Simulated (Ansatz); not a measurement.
`CS[Si]N` + H₂ → `CS[SiH]` + NH₃ at 400 K and 1 bar (hydrogenolysis of the Si–N bond).

Computed with Ansatz on PBE0-D4/def2-TZVP structures; ΔE is electronic, products minus reactants. CCSD(T)/CBS is the MP2 limit (def2-TZVPP, def2-QZVPP) plus CCSD(T) − MP2 in def2-TZVPP, frozen cores. This one scheme is used for every species. Each species was taken in one conformer, which may not be the lowest.

```tsv
species	CCSD(T)/CBS energy (Eh)	H − E (kJ/mol)	S (J/(mol·K))
`CS[Si]N`	-782.64978	202.8	361.5
H₂	-1.17544	38.0	139.0
`CS[SiH]`	-727.28803	145.3	318.8
NH₃	-56.50880	104.2	203.1
```

H − E and S are ideal-gas, rigid-rotor, harmonic terms from PBE0-D4/def2-TZVP, for one conformer and one mirror image of each species. The MP2-based limit puts H₂ 0.8 mEh under its directly extrapolated value; such offsets cancel only in part. 1 Eh = 2625.50 kJ/mol, R = 8.31446 J/(mol·K).

By hand: ΔE, ΔH, ΔS and ΔG.

ΔE = (-727.28803) + (-56.50880) − (-782.64978) − (-1.17544) = 0.02839 Eh = 74.5 kJ/mol. Δ(H − E) = 145.3 + 104.2 − 202.8 − 38.0 = 8.7, so ΔH = 83.2 kJ/mol. ΔS = 318.8 + 203.1 − 361.5 − 139.0 = 21.4 J/(mol·K). ΔG = 83.2 − 400 × (21.4)/1000 = 74.6 kJ/mol.

By hand: the equilibrium constant, and the temperature at which ΔG would vanish if ΔH and ΔS stayed fixed.

log₁₀ K = −ΔG/(RT ln 10) = -9.7. ΔG = 0 at ΔH/ΔS = 3888 K, far beyond where these terms or the molecules hold.

ΔH outweighs TΔS. A doubt of 5 kJ/mol in ΔE shifts log₁₀ K by 0.7 here. Other conformers and mirror images would add mixing entropy, several J/(mol·K) or more a flexible species. These are equilibria of isolated gas molecules and say nothing of rates. Largest T1 diagnostic: 0.016 (customary marks: 0.02 for closed shells, 0.045 for open ones).
